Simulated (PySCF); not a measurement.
Point-charge models of p-cresol, `Cc1ccc(O)cc1` against its computed dipole.

Coordinates (PBE0-D3(BJ)/def2-TZVP, Å) and charges (e) from the PBE0/pcSseg-2 density (PySCF):

```tsv
atom	x	y	z	Mulliken	IAO	Hirshfeld	ESP-fitted
C1	-2.411	-0.210	0.525	-0.0362	-0.4364	-0.1248	-0.6348
C2	-0.954	-0.111	0.188	+0.2099	-0.0048	-0.0072	+0.4062
C3	-0.073	0.584	1.010	-0.1994	-0.1512	-0.0545	-0.2673
C4	1.272	0.701	0.695	-0.0923	-0.2176	-0.0809	-0.3564
C5	1.766	0.116	-0.464	+0.3094	+0.2167	+0.0666	+0.3955
O6	3.074	0.195	-0.824	-0.3592	-0.4949	-0.1925	-0.5813
C7	0.905	-0.585	-1.297	-0.0284	-0.1929	-0.0723	-0.2159
C8	-0.435	-0.692	-0.966	-0.1451	-0.1507	-0.0525	-0.3527
H9	-2.888	-1.025	-0.020	+0.0254	+0.1490	+0.0468	+0.1696
H10	-2.563	-0.384	1.592	+0.0329	+0.1511	+0.0468	+0.1565
H11	-2.942	0.712	0.268	+0.0509	+0.1548	+0.0472	+0.1658
H12	-0.442	1.044	1.921	+0.0053	+0.1486	+0.0502	+0.1720
H13	1.940	1.246	1.355	+0.0008	+0.1440	+0.0470	+0.1720
H14	3.552	0.701	-0.163	+0.2012	+0.3721	+0.1765	+0.4132
H15	1.299	-1.043	-2.196	+0.0262	+0.1633	+0.0535	+0.1807
H16	-1.097	-1.245	-1.624	-0.0014	+0.1489	+0.0498	+0.1769
```

Compute μ = Σ q r for each scheme (1 e·Å = 4.803 D) and compare with the dipole of the full density.

The full density gives (-0.14, 0.71, 1.18) D, 1.38 D in size; dipole vectors point from the negative to the positive end.

```csv
scheme,μx,μy,μz,size (D),share of the full size (%),angle to the full dipole (°)
Mulliken,-1.41,0.03,0.35,1.45,105,72
IAO,-0.70,0.65,1.29,1.60,116,20
Hirshfeld,0.04,0.35,0.54,0.65,47,10
ESP-fitted,-0.16,0.69,1.17,1.37,99,1
```

Which set comes closest?

Length of the difference vector: ESP-fitted 0.02 D, IAO 0.57 D, Hirshfeld 0.75 D, Mulliken 1.66 D. Closest: ESP-fitted. ESP charges are fitted to the potential around the molecule, whose slowest-falling term is the dipole's. The schemes that divide the density aren't constrained to reproduce the dipole.

What is left for the Hirshfeld atoms' own dipoles?

The Hirshfeld atoms' densities add up to the full density, so μ = Σ q r + Σ (atomic dipoles). The atomic dipoles sum to (-0.14, 0.71, 1.18) − (0.04, 0.35, 0.54) = (-0.18, 0.36, 0.64) D, 0.75 D in size.

With the origin at the mean of the coordinates, (0.000, 0.000, 0.000) Å, which are the largest single terms, by size, of the ESP-fitted dipole along the direction of the full one?

O6 +2.57, H15 -2.21, C8 +1.92, H12 +1.83, C1 -1.80 D; all 16 atoms together +1.37 D. The single terms depend on the origin, their sum doesn't.

Give the size of the full dipole in other units.

1.38 D = 0.543 au = 0.287 e·Å = 4.61 × 10⁻³⁰ C·m.

The structure is a single PBE0-D3(BJ)/def2-TZVP conformer in the gas phase; no vibrational or solvent corrections.

Conformer computed: `[CH3:1][c:2]1[cH:3][cH:4][c:5]([OH:6])[cH:7][cH:8]1`: H–O6–C5–C4 0°.
